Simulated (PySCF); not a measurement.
Can point charges reproduce the dipole moment of `CC(=O)O[C@@H]1C[C@@H]1C`?

Coordinates (GFN2-xTB, Å) and charges (e) from the PBE0/pcSseg-1 density (PySCF):

```json
{"atom": "C1", "x": "2.830", "y": "0.823", "z": "0.314", "Mulliken": "-0.2429", "IAO": "-0.4764", "Hirshfeld": "-0.1224", "ESP-fitted": "-0.6435"}
{"atom": "C2", "x": "1.785", "y": "-0.227", "z": "0.588", "Mulliken": "+0.3757", "IAO": "+0.5302", "Hirshfeld": "+0.2177", "ESP-fitted": "+0.8344"}
{"atom": "O3", "x": "1.874", "y": "-1.085", "z": "1.426", "Mulliken": "-0.4149", "IAO": "-0.4708", "Hirshfeld": "-0.2686", "ESP-fitted": "-0.5757"}
{"atom": "O4", "x": "0.739", "y": "-0.081", "z": "-0.231", "Mulliken": "-0.4522", "IAO": "-0.3342", "Hirshfeld": "-0.0827", "ESP-fitted": "-0.3402"}
{"atom": "C5", "x": "-0.330", "y": "-0.993", "z": "-0.101", "Mulliken": "+0.0795", "IAO": "+0.0421", "Hirshfeld": "+0.0255", "ESP-fitted": "+0.0248"}
{"atom": "C6", "x": "-1.275", "y": "-1.089", "z": "-1.257", "Mulliken": "-0.1467", "IAO": "-0.3076", "Hirshfeld": "-0.0973", "ESP-fitted": "-0.3992"}
{"atom": "C7", "x": "-1.725", "y": "-0.448", "z": "0.026", "Mulliken": "-0.3224", "IAO": "-0.1343", "Hirshfeld": "-0.0386", "ESP-fitted": "+0.0984"}
{"atom": "C8", "x": "-1.953", "y": "1.041", "z": "0.076", "Mulliken": "-0.1866", "IAO": "-0.4189", "Hirshfeld": "-0.1182", "ESP-fitted": "-0.4802"}
{"atom": "H9", "x": "2.882", "y": "1.498", "z": "1.166", "Mulliken": "+0.1481", "IAO": "+0.1741", "Hirshfeld": "+0.0607", "ESP-fitted": "+0.1854"}
{"atom": "H10", "x": "2.580", "y": "1.381", "z": "-0.583", "Mulliken": "+0.1355", "IAO": "+0.1640", "Hirshfeld": "+0.0475", "ESP-fitted": "+0.1646"}
{"atom": "H11", "x": "3.800", "y": "0.343", "z": "0.207", "Mulliken": "+0.1454", "IAO": "+0.1735", "Hirshfeld": "+0.0594", "ESP-fitted": "+0.1854"}
{"atom": "H12", "x": "-0.048", "y": "-1.881", "z": "0.452", "Mulliken": "+0.1351", "IAO": "+0.1634", "Hirshfeld": "+0.0435", "ESP-fitted": "+0.1267"}
{"atom": "H13", "x": "-1.083", "y": "-0.435", "z": "-2.094", "Mulliken": "+0.1326", "IAO": "+0.1549", "Hirshfeld": "+0.0494", "ESP-fitted": "+0.1777"}
{"atom": "H14", "x": "-1.653", "y": "-2.062", "z": "-1.530", "Mulliken": "+0.1353", "IAO": "+0.1548", "Hirshfeld": "+0.0515", "ESP-fitted": "+0.1448"}
{"atom": "H15", "x": "-2.398", "y": "-1.022", "z": "0.651", "Mulliken": "+0.1286", "IAO": "+0.1481", "Hirshfeld": "+0.0498", "ESP-fitted": "+0.0744"}
{"atom": "H16", "x": "-2.943", "y": "1.284", "z": "-0.307", "Mulliken": "+0.1191", "IAO": "+0.1453", "Hirshfeld": "+0.0429", "ESP-fitted": "+0.1385"}
{"atom": "H17", "x": "-1.883", "y": "1.401", "z": "1.101", "Mulliken": "+0.1203", "IAO": "+0.1451", "Hirshfeld": "+0.0426", "ESP-fitted": "+0.1329"}
{"atom": "H18", "x": "-1.209", "y": "1.558", "z": "-0.523", "Mulliken": "+0.1105", "IAO": "+0.1466", "Hirshfeld": "+0.0375", "ESP-fitted": "+0.1506"}
```

Q: Compute μ = Σ q r for each scheme (1 e·Å = 4.803 D) and compare with the dipole of the full density.

A: The full density gives (-0.87, 1.29, -1.37) D, 2.07 D in size; dipole vectors point from the negative to the positive end.

| scheme | μx | μy | μz | size (D) | share of the full size (%) | angle to the full dipole (°) |
| --- | --- | --- | --- | --- | --- | --- |
| Mulliken | -0.53 | 2.22 | -1.76 | 2.89 | 139 | 16 |
| IAO | -0.88 | 1.26 | -1.41 | 2.09 | 101 | 1 |
| Hirshfeld | -0.47 | 1.02 | -1.08 | 1.56 | 75 | 7 |
| ESP-fitted | -0.89 | 1.33 | -1.40 | 2.13 | 103 | 0 |

Q: Which set comes closest?

A: Length of the difference vector: IAO 0.05 D, ESP-fitted 0.05 D, Hirshfeld 0.56 D, Mulliken 1.06 D. Closest: IAO and ESP-fitted. 

Q: What is left for the Hirshfeld atoms' own dipoles?

A: The Hirshfeld atoms' densities add up to the full density, so μ = Σ q r + Σ (atomic dipoles). The atomic dipoles sum to (-0.87, 1.29, -1.37) − (-0.47, 1.02, -1.08) = (-0.40, 0.27, -0.29) D, 0.56 D in size.

Q: With the origin at the mean of the coordinates, (0.000, 0.000, -0.034) Å, which are the largest single terms, by size, of the IAO dipole along the direction of the full one?

A: O3 +5.49, C2 -3.31, C8 -2.80, C1 +2.07, H16 +1.54 D; all 18 atoms together +2.09 D. The single terms depend on the origin, their sum doesn't.

Q: Give the size of the full dipole in other units.

A: 2.07 D = 0.816 au = 0.432 e·Å = 6.92 × 10⁻³⁰ C·m.

Geometry: GFN2-xTB, one conformer, isolated molecule.

These values come from a run that also computed NMR shieldings. On an Arm Neoverse V2 with one thread, shared host, this took 25 s.

Shape of the structure used: `[CH3:1][C:2](=[O:3])[O:4][C@@H:5]1[CH2:6][C@@H:7]1[CH3:8]`: C1–C2–O4–C5 180°, C2–O4–C5–C6 -162°.
